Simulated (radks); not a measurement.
The numbers below are computed, except where a source is named.
Valence configurations of W2+ (all share [Xe]). Code: a radial shooting solver on a logarithmic mesh with Libxc functionals. Model: Dirac Kohn-Sham, PBE, spin-unpolarised, spherical densities, finite nucleus; open shells fill j = l - 1/2 first; Fermi nuclear charge, rms radius 5.3658 fm. Energies are relative to 4f14 5d4; eigenvalues in eV.

valence               E (eV)  e(4f5/2)  e(4f7/2)  e(5d3/2)  e(5d5/2)  e(6p1/2)
4f14 5d4               0.000   -49.873   -47.636   -20.078         -         -
4f14 5d2 6p2          16.028   -58.873   -56.631   -26.369         -   -16.684
4f13 5d4 6p1          39.794   -63.663   -61.332   -24.887         -   -15.527
4f13 5d3 6s1 6p1      43.695   -67.293   -64.960   -27.282         -   -16.491
4f14 5d3 6s1           1.412   -53.124   -50.886   -22.248         -         -
4f12 5d6              72.563   -69.231   -66.809   -23.346   -22.292         -
4f13 5d3.5 6s1 6p0.5  38.530   -64.888   -62.556   -25.601         -   -15.729
4f13 5d4 6s1          33.820   -62.518   -60.187   -23.923         -         -
4f13 5d2 6s1 6p2      55.426   -72.186   -69.850   -30.633         -   -17.952
4f13 5d5              32.246   -59.322   -56.993   -21.733   -20.795         -

NIST lists [Xe] 4f14 5d4 as the ground configuration; this level of theory agrees among the configurations tried. The energies are those of spherical spin-averaged densities, not of single terms.
